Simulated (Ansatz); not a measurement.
Consider the ligand exchange at a Ge–N bond: `[SiH3][NH][GeH3]` + `CBS` → `CB[S][GeH3]` + `N[SiH3]`.

Calculated with Ansatz (gas phase, PBE0-D4/def2-TZVP geometries, no zero-point term in ΔE). CCSD(T)/CBS adds triple-zeta CCSD(T) − MP2 to the extrapolated MP2 energy (def2 sets, frozen cores). This one scheme is used for every species. Functionals use def2-TZVPP. For Ge outer-core shells are correlated without core-valence functions, which leaves a few kJ/mol of doubt a bond. Scalar relativity is left out up to krypton. One conformer a species, not always the lowest.

```json
{"species": "`[SiH3][NH][GeH3]`", "PBE energy (Eh)": "-2424.95477"}
{"species": "`CBS`", "PBE energy (Eh)": "-463.94285"}
{"species": "`CB[S][GeH3]`", "PBE energy (Eh)": "-2541.84145"}
{"species": "`N[SiH3]`", "PBE energy (Eh)": "-347.07124"}
```

Task: Work out ΔE.

Result: ΔE = (-2541.84145) + (-347.07124) − (-2424.95477) − (-463.94285) = -0.01507 Eh = -9.5 kcal/mol. CCSD(T)/CBS gives -7.7 kcal/mol.

Largest T1 diagnostic among the species: 0.013.
